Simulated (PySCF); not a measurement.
C₂H₃AlFNO.

```xyz
9

Al    -0.7539     0.4172    -0.2572
F     -2.1931    -0.3335     0.1072
C     -0.7269     2.1135    -1.1708
H      0.2829     2.3919    -1.5106
H     -1.0867     2.9184    -0.5069
H     -1.3971     2.1113    -2.0463
N      0.7094    -0.4410     0.2605
C      1.6808    -1.0523     0.6290
O      2.6313    -1.6406     0.9837
```

Coordinates come from a r2SCAN-D4/def2-SVP optimisation. The structure was generated by enumeration; whether it is a known compound was not checked. The values are those of a single conformer.

All values below come from PBE0/pcSseg-1 in PySCF. Non-relativistic, no solvent.

Computed absolute GIAO shielding of each atom: isotropic value and principal components (ppm):
| atom | σ(iso) | σ11 | σ22 | σ33 | span |
|---|---|---|---|---|---|
| Al1 | 439.3 | 384.8 | 390.6 | 542.5 | 157.7 |
| F2 | 324.1 | 225.6 | 326.5 | 420.1 | 194.5 |
| C3 | 201.4 | 197.0 | 201.2 | 206.2 | 9.2 |
| H4 | 31.6 | 26.6 | 28.9 | 39.3 | 12.7 |
| H5 | 31.4 | 26.9 | 28.1 | 39.2 | 12.3 |
| H6 | 31.5 | 26.8 | 28.1 | 39.5 | 12.8 |
| N7 | 211.5 | 144.4 | 147.3 | 342.7 | 198.3 |
| C8 | 56.7 | -57.1 | -55.1 | 282.4 | 339.6 |
| O9 | 196.6 | 87.9 | 105.7 | 396.2 | 308.3 |
